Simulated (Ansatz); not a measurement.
The cluster Si₁₆Bi. The state is a doublet with charge 0. Geometry r2SCAN-D4/def2-SVP, basis def2-TZVP, Ansatz.

Cartesian coordinates in Å:
```
Bi -4.0226 1.6049 -0.6076
Si 1.6699 1.1130 0.2574
Si -0.6124 -1.6598 1.0942
Si 1.1500 -0.2944 -2.2650
Si 0.6931 -2.6990 -2.5353
Si -1.5756 1.9292 0.4309
Si 1.3489 -2.5963 1.8802
Si 1.5712 -2.0159 -0.4389
Si -1.0073 -1.7302 -1.1663
Si -1.8674 0.4070 -1.6461
Si -1.4807 0.2485 2.2457
Si 1.0648 -0.2371 2.3105
Si 0.0297 1.9715 -1.2680
Si 0.3388 2.1247 2.0328
Si 3.1604 -0.2573 -0.9880
Si -0.0303 0.9066 4.0649
Si -0.4306 1.1847 -3.4013
```

```
run  HOMO (eV)  LUMO (eV)
  A      -4.95      -4.61
  B      -4.81      -4.33
  C      -5.40      -3.72
  D      -4.93      -4.20
```

In the def2 sets Bi takes a core potential; there is no spin–orbit coupling. Single mean-field runs in def2-TZVP are fitted with def2-universal-jkfit. Another isomer (doublet) lies 0.73 eV lower at PBE0-D4/def2-TZVP; other spin states weren't run for this one.

HOMO and LUMO are taken over both spins.

Question: The runs used LDA (SPW92), PBE, PBE0, r2SCAN. Estimate which is which.

Answer: A LDA (SPW92) (0 % exact exchange); B PBE (0 % exact exchange); C PBE0 (25 % exact exchange); D r2SCAN (0 % exact exchange). Exact exchange lowers occupied and raises empty levels; among semilocal functionals meta-GGAs tend to open the gap a little, and such runs are hard to tell apart. The gap grows from 0.34 eV (LDA (SPW92)) to 1.68 eV (PBE0).
